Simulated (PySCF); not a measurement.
This PySCF input asks for the NMR shieldings of `CN(Cc1cccs1)[SiH2]S`, C₆H₁₁NS₂Si; the geometry comes from GFN2-xTB.

```python
import basis_set_exchange as bse
import numpy as np
from pyscf import gto, dft
from pyscf.prop import nmr

atoms = """
C    -1.071467   -1.490034   -1.030430
N    -1.368451   -0.200330   -0.457437
C    -0.373433    0.810565   -0.762561
C     0.926488    0.568460   -0.066420
C     2.056845   -0.003454   -0.562122
C     3.083035   -0.139511    0.401464
C     2.714163    0.322829    1.620987
S     1.108948    0.940784    1.618370
Si   -2.432943   -0.113108    0.884636
S    -2.799841    1.951877    1.345545
H    -1.892247   -2.172357   -0.827892
H    -0.949613   -1.395267   -2.112260
H    -0.153378   -1.919313   -0.615307
H    -0.780701    1.782542   -0.473614
H    -0.200261    0.812679   -1.845301
H     2.160286   -0.311265   -1.587826
H     4.047697   -0.565273    0.190641
H     3.283152    0.346817    2.528878
H    -1.957022   -0.721729    2.129955
H    -3.720475   -0.643007    0.463646
H    -1.689700    2.155039    2.038662
"""
names = dict.fromkeys(["C", "N", "S", "Si", "H"], "pcSseg-1")
basis = {el: gto.basis.parse(bse.get_basis(n, elements=[el], fmt="nwchem")) for el, n in names.items()}
mol = gto.M(atom=atoms, basis=basis, charge=0, verbose=0)
mf = dft.RKS(mol, xc="PBE0")
mf.grids.level = 2
mf.grids.alignment = dft.numint.BLKSIZE   # the property module wants whole blocks of grid points
mf.conv_tol = 1e-9
mf.kernel()

calc = nmr.RKS(mf)   # GIAO
C = mf.mo_coeff
Co = C[:, mf.mo_occ > 0]
resp = mf.gen_response(singlet=True, hermi=2)
def vind(x):   # induced exchange potential for any number of trial vectors
    d = np.einsum("pi,xij,qj->xpq", C, 2 * x.reshape(-1, C.shape[1], Co.shape[1]), Co, optimize=True)
    return np.einsum("xpq,pi,qj->xij", resp(d - d.transpose(0, 2, 1)), C, Co, optimize=True).ravel()
mo1, _ = nmr.rhf.solve_mo1(calc, with_cphf=vind)
sigma = calc.kernel(mo1)
for i, s in enumerate(sigma):   # ppm
    print("%2d %-2s %9.2f" % (i, mol.atom_pure_symbol(i), np.trace(s) / 3))
```

Q: What are the results?

A: 
```
 0 C     151.70
 1 N     227.78
 2 C     136.08
 3 C      33.86
 4 C      55.56
 5 C      56.25
 6 C      53.26
 7 S     285.77
 8 Si    380.71
 9 S     726.39
10 H      29.20
11 H      29.40
12 H      29.23
13 H      26.57
14 H      28.24
15 H      24.78
16 H      24.66
17 H      24.58
18 H      26.39
19 H      26.74
20 H      30.83
```

These numbers come from an equivalent density-fitted implementation of the same equations, which agrees with the script to about 0.01 ppm for H and up to a few tenths of a ppm for heavy atoms, so last digits may differ.

Q: Turn these shieldings into chemical shifts. Shifts are taken against calculated references (same method and geometry level): TMS for ¹³C (σref 186.93) and ²⁹Si (σref 349.16) and ¹H (σref 31.72); ¹⁵N (σref 267.73) vs NH3; ³³S (σref 503.73) vs CS2.

A: Averaging equivalent atoms: C 3: 153.1; C 6: 133.7; C 4: 131.4; C 5: 130.7; C 2: 50.8; C 0: 35.2; N 1: 40.0; S 7: 218; S 9: -223; Si 8: -31.5; H 17: 7.14; H 16: 7.05; H 15: 6.94; H 18/19: 5.15; H 13/14: 4.31; H 10/11/12: 2.44; H 20: 0.89 ppm. Experimental scales use liquid or dissolved standards, which lie at an offset from isolated NH3 (liquid NH3: subtract about 20 ppm).

Size and cost of the density-fitted run: 246 basis functions, 2.6 min wall time on 1 thread of an Intel Xeon, shared host; peak memory 1.1 GiB.
